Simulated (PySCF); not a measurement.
**Pr⁵⁴⁺: ionisation energy**

Pr⁵⁴⁺ [He] 2s2 2p1 [2p1/2^1, M_J = 1/2] → Pr⁵⁵⁺ [He] 2s2, as a difference of total energies. All numbers are calculated (PySCF 2.14, the two-component X2C-1e Hamiltonian, in an even-tempered Gaussian basis (17 s from 34 bohr⁻², ratio 2.4; 12 p from 45 bohr⁻², ratio 2.4; 5 d from 140 bohr⁻², ratio 2.6; 4 f from 220 bohr⁻², ratio 2.6)). Correlated levels: nothing frozen; the 26 highest virtual spinors dropped. "Screened" scales the spin-orbit matrix elements by Boettger's factors to mimic the two-electron term; Breit and QED terms are absent.

| method | ionisation energy (eV) |
| --- | --- |
| GHF (spin-free) | 10898.0 |
| GMP2 (spin-free) | 10897.4 |
| GHF (screened spin-orbit) | 11273.0 |
| GMP2 (screened spin-orbit) | 11271.0 |

For this ion Breit and QED terms and the two-electron picture change, all absent here, outweigh the correlation shift from GHF to GMP2.

The spin-free rows lack the spin-orbit shift.

For comparison: 11262 ± 5 eV (theoretical estimate listed by NIST; NIST Atomic Spectra Database, ionization energies).
